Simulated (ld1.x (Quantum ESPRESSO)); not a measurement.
## Logarithmic derivatives: Ge, PAW

Ge (Z = 32), PAW, made with ld1.x (Quantum ESPRESSO) 7.5 (LDA (PZ), fully relativistic). Core [Ar], reference 3d10 4s2 4p2. Waves: 4s (bound): rcut 1.55, rcutus 1.65 bohr; 4s channel at -0.55 Ry: rcut 1.55, rcutus 1.65 bohr; 4p (bound): rcut 1.55, rcutus 2.00 bohr; 4p channel at 0.8 Ry: rcut 1.55, rcutus 2.00 bohr; 3d (bound): rcut 1.10, rcutus 1.35 bohr; 3d channel at -1.85 Ry: rcut 1.10, rcutus 1.35 bohr. Local part: all-electron potential smoothed inside 1.15 bohr (lloc = -1). Core correction: Bessel-smoothed model core inside 0.70 bohr. Augmentation charge: PSQ, inside the norm-conserving radii.

Open shells are filled in proportion to 2j + 1 (rel_dist='average').

The phase is arctan(r·u′/u) with u = r·R(r), unwrapped; energies in Ry, scanned from -4 to 5 Ry. A pole is an energy at which the radial function vanishes at the test radius. The pseudo phase is shifted by a multiple of π to meet the all-electron one at the reference energy, and phase errors are pseudo minus all-electron; the curves can meet again beyond the range given. Levels narrower than the energy grid can be missing from the lists of poles.

| channel | radius (bohr) | reference energy (Ry) | poles, all-electron | poles, pseudo | unbroken range about the reference energy with phases within 0.05 rad | phase error 1 Ry above the reference energy (rad) |
| --- | --- | --- | --- | --- | --- | --- |
| s | 2.21 | -0.88 | 1.06 | 1.06 | the whole range | -0.000 |
| p1/2 | 2.21 | -0.31 | 2.36 | 2.36 | the whole range | -0.000 |
| p3/2 | 2.21 | -0.29 | 2.46 | 2.46 | the whole range | +0.000 |
| d3/2 | 2.21 | -2.20 | -2.14, 4.82 | -2.14, 4.86 | the whole range | -0.000 |
| d5/2 | 2.21 | -2.15 | -2.09, 4.84 | -2.09, 4.90 | the whole range | +0.000 |

The ghost test of this file was not conclusive.

Phases in the p1/2 channel:

| E (Ry) | all-electron | pseudo |
| --- | --- | --- |
| -4.00 | 1.313 | 1.312 |
| -3.76 | 1.302 | 1.302 |
| -3.52 | 1.290 | 1.290 |
| -3.28 | 1.276 | 1.276 |
| -3.04 | 1.260 | 1.260 |
| -2.80 | 1.242 | 1.242 |
| -2.56 | 1.220 | 1.220 |
| -2.32 | 1.194 | 1.193 |
| -2.08 | 1.161 | 1.161 |
| -1.84 | 1.120 | 1.120 |
| -1.60 | 1.067 | 1.067 |
| -1.36 | 0.995 | 0.995 |
| -1.12 | 0.893 | 0.893 |
| -0.88 | 0.741 | 0.741 |
| -0.64 | 0.505 | 0.505 |
| -0.40 | 0.143 | 0.143 |
| -0.16 | -0.311 | -0.311 |
| 0.08 | -0.712 | -0.712 |
| 0.32 | -0.984 | -0.984 |
| 0.56 | -1.158 | -1.158 |
| 0.80 | -1.274 | -1.274 |
| 1.04 | -1.355 | -1.355 |
| 1.28 | -1.416 | -1.416 |
| 1.52 | -1.462 | -1.462 |
| 1.76 | -1.500 | -1.500 |
| 2.00 | -1.531 | -1.532 |
| 2.24 | -1.558 | -1.559 |
| 2.48 | -1.582 | -1.583 |
| 2.72 | -1.604 | -1.605 |
| 2.96 | -1.625 | -1.625 |
| 3.20 | -1.644 | -1.645 |
| 3.44 | -1.663 | -1.665 |
| 3.68 | -1.682 | -1.685 |
| 3.92 | -1.702 | -1.705 |
| 4.16 | -1.722 | -1.728 |
| 4.40 | -1.744 | -1.752 |
| 4.64 | -1.768 | -1.780 |
| 4.88 | -1.795 | -1.813 |
